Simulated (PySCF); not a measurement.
All numbers come from PBE0 in PySCF with Ga def2-TZVP, F def2-TZVP; no relativity; density-fitted integrals.

Each entry is the lowest minimum that a search over a few typed start shapes (and spin states, where more than one is plausible) found, or that minimum re-optimised at the stated level; isomers with ligand–ligand bonds, or fragments after loss of a ligand pair, can lie lower. Open shells are unrestricted.

GaF2 is a doublet of C2v symmetry with Ga–F 1.756 Å (×2); F–Ga–F 116.7°. Its wavenumbers are 176, 642, 682 cm⁻¹.

Q: What changes when one electron is removed, giving GaF₂⁺?

A: It costs 9.19 eV between the minima (9.22 eV with zero-point energy). GaF₂⁺ is a singlet of D∞h symmetry with Ga–F 1.661 Å (×2); F–Ga–F 180.0°; wavenumbers 170 (×2), 736, 931 cm⁻¹.
